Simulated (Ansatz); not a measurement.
Mulliken charges of `[F][Ga]([Cl])[SeH]` from r2SCAN/def2-TZVPP in Ansatz (PBE0-D4/def2-TZVP geometry).

| atom | x (Å) | y (Å) | z (Å) | charge (e) |
| --- | --- | --- | --- | --- |
| F1 | -0.630 | -1.717 | 1.391 | -0.355 |
| Ga2 | 0.060 | -0.464 | 0.398 | 0.656 |
| Cl3 | 2.162 | -0.215 | 0.532 | -0.237 |
| Se4 | -1.342 | 0.771 | -0.932 | -0.150 |
| H5 | -0.201 | 1.551 | -1.430 | 0.085 |

Problem. By hand: the dipole of these point charges (1 e Å = 4.8032 D).

Solution. Σ q r = (-0.065, 0.372, -0.341) e Å, of length 0.509 e Å = 2.44 D.

Problem. How does the dipole of the full density compare? (Estimate.)

Solution. The calculation gave: (-0.051, 0.334, -0.304) e Å, 2.18 D; the point charges give 1.12 times that, at 1° from its direction.

Point charges leave out the atoms' own dipoles, such as those of lone pairs, and Mulliken's split depends on the basis, so the close match here is no proof of good charges.
